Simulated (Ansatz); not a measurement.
Isolated molecules relaxed with PBE0-D4/def2-TZVP in Ansatz; ΔE leaves out vibrations. CBS: MP2 limit from def2 TZ/QZ plus the TZ coupled-cluster correction, frozen cores. Functionals use def2-TZVPP. Elements past krypton have def2 core potentials. For In outer-core shells are correlated without core-valence functions, which leaves a few kJ/mol of doubt a bond. Each species was taken in one conformer, which may not be the lowest.

`[CH3][In]([NH2])[CH2]F` + `O[SiH](F)[AlH2]` → `[CH3][In]([NH2])[OH]` + `FC[SiH](F)[AlH2]`  (redistribution)

`[CH3][In]([NH2])[CH2]F`:

Z-matrix (Å, degrees):
```
C
In 1 2.142
H 1 1.090 2 110.3
H 1 1.091 2 110.3 3 120.7
H 1 1.091 2 109.9 3 -120.2
N 2 2.018 1 116.7 3 6.1
C 2 2.178 1 130.3 3 -173.6
H 6 1.006 2 125.2 1 178.9
H 6 1.007 2 124.0 1 1.1
F 7 1.394 2 111.3 1 0.6
H 7 1.094 2 110.9 1 120.7
H 7 1.094 2 111.0 1 -119.6
```

`O[SiH](F)[AlH2]`:

```xyz
8

O    -1.672    0.490    0.358
Si   -0.158   -0.008    0.770
F     0.543    1.100    1.705
Al    1.046   -0.239   -1.375
H    -2.353    0.499    1.034
H    -0.260   -1.207    1.655
H     1.579    1.045   -2.141
H     1.274   -1.680   -2.006
```

`[CH3][In]([NH2])[OH]`:

```xyz
10

C    -1.808    0.308    0.552
In    0.183   -0.225    0.021
N     1.675    0.891   -0.763
O     0.793   -2.069    0.485
H    -2.206   -0.439    1.237
H    -1.823    1.288    1.030
H    -2.434    0.344   -0.340
H     2.458    0.419   -1.191
H     1.449    1.716   -1.298
H     1.713   -2.234    0.268
```

`FC[SiH](F)[AlH2]`:

Z-matrix (Å, degrees):
```
C
Si 1 1.892
F 1 1.389 2 112.0
H 1 1.098 2 109.5 3 -120.1
H 1 1.096 2 111.5 3 121.1
Al 2 2.478 1 111.8 3 171.1
F 2 1.611 1 108.5 3 -66.3
H 2 1.492 1 106.8 3 48.5
H 6 1.586 2 121.4 1 135.4
H 6 1.590 2 118.7 1 -45.6
```

CCSD(T)/CBS gives +52.5 kJ/mol.

Task: Another level gave +58.7 kJ/mol. Which?
A. PBE-D4/def2-TZVPP
B. MP2/def2-TZVPP
C. HF/def2-TZVPP
D. PBE0/def2-TZVPP

Result: B. MP2/def2-TZVPP 58.7, PBE-D4 47.5, PBE0 53.7, HF/def2-TZVPP 63.4 kJ/mol.

Largest T1 diagnostic among the species: 0.015.

From PBE to PBE0 (25 % exact exchange), in def2-TZVPP and without D4, ΔE moves by +5.9 kJ/mol. In def2-TZVPP, CCSD(T) changes the Hartree–Fock value by −5.7 kJ/mol (the triples alone add −2.1 kJ/mol) and MP2 by −4.7 kJ/mol.
